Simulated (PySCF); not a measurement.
# Unknowns

All values are calculated (PySCF 2.14): shieldings: GIAO PBE0/pcSseg-1, GFN2-xTB geometry. Rapidly exchanging positions averaged, non-relativistic Hamiltonian, no solvent model, one computed conformer.

Chemical shifts δ = σref − σ; $^{1}$H and $^{13}$C vs TMS, all at this level. Where no couplings were computed, multiplicities follow the n + 1 count of equivalent neighbours, and m marks all less simple cases (inequivalent or close neighbours, rings, F or P nearby). Shifts are as computed. Against solution values, carbons near 30 ppm lie about +3 ppm off and those near 130 ppm about +5 ppm; carbons on Cl a further +6 ppm. Of 1309 compounds with measured shifts, 239 miss one by over three times the rms of a fit or turn the order of signals round; such compounds aren't used in these exercises. Carbons bonded to Cl come out too deshielded.

Q: C$_{6}$H$_{9}$ClSi. $^{1}$H NMR (400 MHz, computed): δ 6.26 (d, 1H), 4.56 (sept, 1H), 3.25 (d, 1H), 0.28 (d, 6H). $^{13}$C{$^{1}$H} NMR (computed): δ 166.1 (C), 125.6 (CH), 98.4 (CH), 82.4 (C), -3.5 (CH3). Identify the compound.

A: `InChI=1S/C6H9ClSi/c1-4-5-6(7)8(2)3/h1,5,8H,2-3H3/b6-5+`. Rings plus π bonds: 3 (no ring in the answer). 5 carbon signals for 6 carbons: some carbons are equivalent by symmetry or fast rotation. Carbon types of the structure: 2 × C, 2 × CH, 2 × CH3, leaving 1 H on heteroatoms. δC 166.1: fully substituted alkene carbon. δC 125.6: alkene CH; an sp2 carbon of a C=C bond. δC 98.4: terminal alkyne carbon; sp carbons lie upfield of alkene carbons because the cylindrical π system leaves one tensor component strongly shielded. δC 82.4: alkyne carbon; sp carbons lie upfield of alkene carbons because the cylindrical π system leaves one tensor component strongly shielded.

This is the structure that produced the data.

Q: C$_{6}$H$_{9}$ClSi. $^{1}$H NMR (600 MHz, computed): δ 5.89 (m, 1H), 3.18 (m, 1H), 2.28 (m, 2H), 1.99 (s, 3H), 1.92 (m, 2H). $^{13}$C{$^{1}$H} NMR (computed): δ 92.7 (C), 85.4 (C), 34.0 (CH2), 21.3 (CH), 4.8 (CH3). Identify the compound.

A: SMILES CC#C[C@H]1C[Si@H](Cl)C1. The formula gives 3 degrees of unsaturation (1 ring in the answer). 5 carbon signals for 6 carbons: some carbons are equivalent by symmetry or fast rotation. Carbon types of the structure: 2 × C, 1 × CH, 2 × CH2, 1 × CH3, leaving 1 H on heteroatoms. δC 92.7, 85.4: alkyne carbon; the triple bond shields along its axis, which puts it between sp3 and sp2 carbons. δC 21.3: propargylic sp3 CH; aliphatic region, no heteroatom directly attached. δC 4.8: propargylic methyl carbon; a saturated carbon with 1 carbon neighbour and no heteroatom attached. δH 5.89: hydrogen on a silicon bonded to 2 C, Cl, in a 4-membered ring.

The shifts were computed for this structure.

Q: C$_{6}$H$_{9}$ClSi. $^{1}$H NMR (500 MHz, computed): δ 6.54 (m, 1H), 6.40 (m, 1H), 4.28 (m, 1H), 1.53 (m, 1H), 1.27 (m, 1H), 1.04 (m, 1H), 0.91 (m, 1H), 0.89 (m, 1H), 0.67 (m, 1H). $^{13}$C{$^{1}$H} NMR (computed): δ 148.9 (C), 133.2 (CH2), 33.1 (C), 19.3 (CH2), 14.3 (CH2), 9.4 (CH2). Give a structure.

A: SMILES C=C1C[Si@H]1C1(Cl)CC1. Rings plus π bonds: 3 (2 rings in the answer). 6 carbon signals for 6 carbons: no two carbons are equivalent. Carbon types of the structure: 2 × C, 4 × CH2, leaving 1 H on heteroatoms. δC 148.9: fully substituted alkene carbon; as expected for a trigonal carbon in a double bond. δC 133.2: terminal =CH2 carbon; an sp2 carbon of a C=C bond. δC 33.1, 19.3, 14.3, 9.4: three-membered-ring carbon. δH 1.53, 1.27, 1.04, 0.91, 0.89, 0.67: hydrogen on a three-membered-ring carbon; cyclopropane-type protons are shielded by the ring.

The data come from this structure; uniqueness wasn't tested.
